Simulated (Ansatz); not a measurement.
Mulliken charges of C₂H₆Ga, SMILES `C[CH2][GaH]` radical from PBE/def2-TZVPP in Ansatz (PBE0-D4/def2-TZVP geometry).

```tsv
atom	x (Å)	y (Å)	z (Å)	charge (e)
C1	-0.493	0.589	-0.936	-0.234
C2	0.381	-0.240	-0.009	-0.213
Ga3	-0.206	-0.426	1.895	0.091
H4	-1.505	0.181	-1.006	0.082
H5	-0.086	0.628	-1.951	0.083
H6	-0.589	1.619	-0.584	0.082
H7	1.400	0.163	0.048	0.083
H8	0.488	-1.270	-0.373	0.083
H9	0.698	-1.292	2.899	-0.057
```

Question: By hand: the dipole of these point charges (1 e Å = 4.8032 D).

Answer: Σ q r = (-0.046, 0.056, -0.091) e Å, of length 0.116 e Å = 0.56 D.

Question: How does the dipole of the full density compare? (An estimate is asked.)

Answer: Computed: (0.029, 0.036, -0.185) e Å, 0.92 D; the point charges give 0.61 times that, at 38° from its direction.

Point charges leave out the atoms' own dipoles, such as those of lone pairs, and Mulliken's split depends on the basis, so the two needn't agree.
